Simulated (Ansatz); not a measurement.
`[NH2][Cd][Cl]` + `O[SiH3]` → `[NH2][Cd][O][SiH3]` + HCl at 700 K and 1 bar (ligand exchange at a Cd–Cl bond).

Computed with Ansatz on PBE0-D4/def2-TZVP structures; ΔE is electronic, products minus reactants. CCSD(T)/CBS adds triple-zeta CCSD(T) − MP2 to the extrapolated MP2 energy (def2 sets, frozen cores). This one scheme is used for every species. Elements past krypton have def2 core potentials. For Cd outer-core shells are correlated without core-valence functions, which leaves a few kJ/mol of doubt a bond. One conformer a species, not always the lowest.

| species | CCSD(T)/CBS energy (Eh) | H − E (kJ/mol) | S (J/(mol·K)) |
| --- | --- | --- | --- |
| `[NH2][Cd][Cl]` | -683.44247 | 114.1 | 369.4 |
| `O[SiH3]` | -366.69042 | 144.6 | 321.6 |
| `[NH2][Cd][O][SiH3]` | -589.71637 | 216.3 | 489.3 |
| HCl | -460.38127 | 38.4 | 211.8 |

H − E and S are ideal-gas, rigid-rotor, harmonic terms from PBE0-D4/def2-TZVP, for one conformer and one mirror image of each species. 1 Eh = 2625.50 kJ/mol, R = 8.31446 J/(mol·K).

Question: By hand: ΔE, ΔH, ΔS and ΔG.

Answer: ΔE = (-589.71637) + (-460.38127) − (-683.44247) − (-366.69042) = 0.03525 Eh = 92.5 kJ/mol. Δ(H − E) = 216.3 + 38.4 − 114.1 − 144.6 = -4.0, so ΔH = 88.5 kJ/mol. ΔS = 489.3 + 211.8 − 369.4 − 321.6 = 10.1 J/(mol·K). ΔG = 88.5 − 700 × (10.1)/1000 = 81.4 kJ/mol.

Question: By hand: the equilibrium constant, and the temperature at which ΔG would vanish if ΔH and ΔS stayed fixed.

Answer: log₁₀ K = −ΔG/(RT ln 10) = -6.1. ΔG = 0 at ΔH/ΔS = 8762 K, far beyond where these terms or the molecules hold.

The number of gas molecules stays the same, so ΔS is small and ΔH decides. A doubt of 5 kJ/mol in ΔE shifts log₁₀ K by 0.4 here. Other conformers and mirror images would add mixing entropy, several J/(mol·K) or more a flexible species. Modes under 60 cm⁻¹, often nearly free rotors, make the harmonic entropy too high. These are equilibria of isolated gas molecules and say nothing of rates. Largest T1 diagnostic: 0.015 (customary marks: 0.02 for closed shells, 0.045 for open ones).
